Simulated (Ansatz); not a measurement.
Program: Ansatz. Geometries: PBE0-D4/def2-TZVP. ΔE: electronic, gas phase. CBS: MP2 limit from def2 TZ/QZ plus the TZ coupled-cluster correction, frozen cores. Functionals use def2-TZVPP. For Zn outer-core shells are correlated without core-valence functions, which leaves a few kJ/mol of doubt a bond. Scalar relativity is left out up to krypton. One conformer a species, not always the lowest.

Consider the redistribution: `[SiH3][O][Zn][Cl]` + `F[Si]1(Cl)CO1` → `[F][Zn][Cl]` + `[SiH3]O[Si]1(Cl)CO1`.

(1) Is it downhill or uphill in electronic energy at CCSD(T)/CBS, and by how much? (An estimate is asked.)

(2) What do these levels give: r2SCAN-D4, ωB97X-V, ωB97M-V, PBE0, SCS-MP2/def2-TZVPP, MP2/def2-QZVPP? (Best estimate.)

Largest T1 diagnostic among the species: 0.016.

Answers

(1) Computed: Uphill: ΔE = +3.3 kJ/mol.

(2) The calculation gave: r2SCAN-D4 5.8, ωB97X-V 3.1, ωB97M-V 4.2, PBE0 6.3, SCS-MP2/def2-TZVPP 10.1, MP2/def2-QZVPP 6.6 kJ/mol.

The D4 term adds −5.5 kJ/mol with B3LYP and −3.3 kJ/mol with PBE0; it sums over pairs of atoms, weighted by their polarisabilities, and B3LYP, whose exchange is more repulsive, gets the larger term. In def2-TZVPP, CCSD(T) changes the Hartree–Fock value by +7.2 kJ/mol (the triples alone add +1.0 kJ/mol) and MP2 by +8.9 kJ/mol.

B3LYP here is the variant with VWN-RPA as its local correlation; programs differ in this.
